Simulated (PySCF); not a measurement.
# ZnI and its ions

UHF-MP2; Zn def2-SVP, I def2-SVP with ECP28; scalar-relativistic core potentials (PySCF 2.14). Neutral (UHF): doublet (σ ↑), Re = 2.506 Å, ωe = 234 cm⁻¹, De = 1.52 eV.

ZnI⁺ (RHF): singlet (closed shell), Re = 2.392 Å, ωe = 282 cm⁻¹, De = 1.98 eV to Zn⁺ + I. The energies at the minima are -2074.71440 hartree for ZnI and -2074.42612 for ZnI⁺.

**Question.** Work out the adiabatic ionisation energy, without and with harmonic zero-point energies (1 hartree = 27.2114 eV, 1 eV = 8065.5 cm⁻¹), and the change of the bond length.

**Answer.** At MP2: 0.28828 hartree = 7.844 eV between the minima; the zero-point term (282.0 − 234.0)/2 cm⁻¹ = +0.003 eV makes it 7.847 eV. Re changes by -11.4 pm against the neutral. The electron leaves a σ orbital, and the shorter bond of the ion fits an antibonding orbital, or a change in how ionic the bond is.

Correlated steps freeze 9 core orbitals. Correlated levels converge slowly with the basis: in double zeta they bind strong bonds too weakly, by up to about 1 eV, and carry superposition errors of some tenths. Spin–orbit coupling is left out, which matters for elements this heavy, above all for dissociation energies. For an ion De counts to the pair picked by the measured ionisation energies or electron affinities, which need not be the lowest pair at this level. Where the molecule has an RHF reference, its open-shell atoms are computed with UHF. States were picked by a PBE0 search and need not be the measured ground states.

Neutral and ion stand on different kinds of reference determinant, which adds to the error of the difference.
